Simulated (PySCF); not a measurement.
C₅H₄F₂O, SMILES C1(F)(F)OC[C@H]1C#C.

The structure is a stationary point at B3LYP-D3(BJ)/def2-SVP. The structure was generated by enumeration; whether it is a known compound was not checked.

Vertical ionisation energy (IE) and electron affinity (EA) in eV. Rows of orbital energies are one-electron estimates. Where ΔSCF, EOM or ADC give a negative EA the extra electron is unbound and the value depends on the basis.

```csv
level,IE,EA
"−ε(HOMO), −ε(LUMO), CAM-B3LYP/def2-TZVP (PySCF)",9.66,-1.31
"−ε(HOMO), −ε(LUMO), PBE/def2-TZVP (PySCF)",[?],[?]
```

Problem. Some entries are withheld; supply them. (An estimate is asked for; the answer gives what the named calculation found.)

Solution. 
- −ε(HOMO), −ε(LUMO), PBE/def2-TZVP (PySCF), IE: 6.97
- −ε(HOMO), −ε(LUMO), PBE/def2-TZVP (PySCF), EA: 0.78
